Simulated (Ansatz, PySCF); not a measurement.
Reaction (SMILES): [CH3][Ge]([CH3])([CH3])[CH3] [tetramethylgermane] + 3 [GeH4] (GeH4) -> 4 [CH3][GeH3]
Geometries: B3LYP-D3(BJ)/def2-TZVP minima from Ansatz (an electronic-structure program). Frequencies are from Ansatz or PySCF.

Quantity: bond separation energy (enthalpy at 298 K, with B3LYP-D3(BJ) rigid-rotor harmonic-oscillator terms), in kcal/mol. Cores are frozen in the correlated levels unless marked. Spin-orbit coupling is left out. The frozen core is the preceding noble-gas configuration, with the filled d and f shells of earlier blocks. Non-relativistic. Basis-set limits of correlation are two-point, X^-3; Hartree-Fock from the larger set.

```
level                     program  bond separation energy (kcal/mol)
-----------------  --------------  ---------------------------------
PBE-D4/def2-TZVPD  Ansatz + dftd4                                2.8
```

Problem. Estimate the value at CCSD(T)/CBS(cc-pVTZ,cc-pVQZ) as computed with Ansatz.

Solution. 2.9 kcal/mol, so PBE-D4/def2-TZVPD differs from it by -0.1 kcal/mol.
